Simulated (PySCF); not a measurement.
## RuH under electron impact: the energy ladder

PBE in PySCF with def2-TZVPPD on every atom (core potentials on Ru), for the lowest determinant that a PBE0 search found; no spin–orbit coupling.

```csv
species,state (unpaired electrons),Re (Å),ωe (cm⁻¹),energy of the minimum from the neutral (eV),De (eV),dissociates to
RuH,"quartet (σ ↑, δ ↑↑)",1.573,2018,0.00,2.88,H + Ru (4d7 5s1)
RuH⁺,"quintet (σ ↑, π ↑, δ ↑↑)",1.602,1977,8.37,2.30,H + Ru⁺ (4d7)
```

**Question.** Work out the lowest energy to break RuH into atoms, from its vibrational ground state.

**Answer.** D0 = De − ωe/2 = 2.88 − 0.13 = 2.75 eV (PBE/def2-TZVPPD).

**Question.** Work out the ionisation energy of the Ru atom at this level and the threshold of dissociative ionisation.

**Answer.** IE(Ru) = 8.37 + 2.30 − 2.88 = 7.79 eV, so H + Ru⁺ (4d7) + e⁻ appears at D0 + IE(Ru) = 10.54 eV (PBE/def2-TZVPPD). The measured IE(Ru) is 7.361 eV (NIST ASD).

These are thermodynamic thresholds; the onsets seen under electron impact lie higher where the geometry changes, and cross-sections peak well above them.

The metal atom is held in its measured ground configuration; semilocal functionals can put another filling of s and d lower by some tenths of an eV, and De to that atom would be smaller. These are scalar-relativistic numbers at best; spin–orbit coupling would shift them, the dissociation energy most. For an ion De counts to the pair picked by the measured ionisation energies or electron affinities, which need not be the lowest pair at this level. With d or f electrons several states lie close, and the lowest PBE0 determinant need not be the measured ground state.
